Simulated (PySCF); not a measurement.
Species: C₆H₆F₃O (doublet state).
Cartesian coordinates in Å at the GFN2-xTB level; atoms count from 1:
```
atom  x, y, z in Å
C1     2.6366    0.0748    0.7534
O2     1.9502   -1.1586    0.4743
C3     0.6731   -1.2325    0.3869
C4    -0.4257   -0.5221    0.1185
C5    -1.7669   -1.0503    0.5596
C6    -0.4265    0.6269   -0.7707
F7     0.7855    1.0464   -1.2144
C8    -1.4718    1.2885   -1.2892
F9    -2.7518    1.0792   -0.9984
F10   -1.3549    2.2955   -2.1534
H11    2.9457    0.5324   -0.1868
H12    1.9924    0.7615    1.3034
H13    3.5116   -0.1865    1.3459
H14   -2.2985   -0.2976    1.1379
H15   -1.6220   -1.9318    1.1761
H16   -2.3845   -1.3167   -0.2955
```

The hyperfine couplings belong to this conformer and change with its torsions.

The species is `CO/[C]=C(/C)C(F)=C(F)F` [radical].

Level of theory: UKS B3LYP, pcH-1 on C F H O, non-relativistic, mean-field spin-orbit, GIAO in PySCF. Isolated species at its GFN2-xTB geometry (one conformer only). A GFN2-xTB geometry isn't a minimum of the functional, and hyperfine couplings can be far from their values at a DFT geometry. The frame is twisted about the C3–C4 bond at this geometry (dihedral O2–C3–C4–C6 = 29°); couplings at other torsion angles weren't computed. Stability of the SCF solution: not tested.

Q: Match the computed a_iso(13C) values +409.5, +62.1, +46.5, +40.8, +34.8, +10.5 MHz with the sites C1; C3; C4; C5; C6; C8.

A: 
```
site  a_iso (MHz)  ρ(0) (bohr⁻³)                 position  distance from C3 (Å)  spin population  largest |T| (MHz)
  C1        +34.8        +0.0309          2 bonds from C3                  2.39            +0.05               11.2
  C3       +409.5        +0.3643  largest spin population                  0.00            +0.85              125.1
  C4        +62.1        +0.0552           1 bond from C3                  1.34            -0.05               16.8
  C5        +40.8        +0.0363          2 bonds from C3                  2.45            +0.02                6.3
  C6        +46.5        +0.0414          2 bonds from C3                  2.45            +0.03                8.5
  C8        +10.5        +0.0093          3 bonds from C3                  3.71            +0.01                4.7
```

Q: The isotropic 1H couplings, averaged over equivalent nuclei, are +1.6, -0.7 MHz. Assign them to H11/H12/H13; H14/H15/H16.

A: 
```json
{"site": "H11/H12/H13", "a_iso (MHz)": "+1.6", "ρ(0) (bohr⁻³)": "+0.0004", "position": "3 bonds from C3", "distance from C3 (Å)": "2.89", "bound to": "C1", "spin population there": "+0.05", "largest |T| (MHz)": "6.3"}
{"site": "H14/H15/H16", "a_iso (MHz)": "-0.7", "ρ(0) (bohr⁻³)": "-0.0002", "position": "3 bonds from C3", "distance from C3 (Å)": "2.95", "bound to": "C5", "spin population there": "+0.02", "largest |T| (MHz)": "6.3"}
```

ρ(0) is the spin density at the nucleus and T the dipolar tensor; entries for several nuclei are means. The largest Mulliken spin populations are on C3 (+0.85) and O2 (+0.07). C3 is the only atom above +0.15.

Class means assume fast exchange of nuclei equivalent by connectivity; if that motion is slow, each nucleus keeps its own coupling. The three 1H nuclei of mean +1.6 MHz run from -4.8 to 12.9 MHz in the frozen geometry. The three 1H nuclei of mean -0.7 MHz run from -7.4 to 6.8 MHz in the frozen geometry.
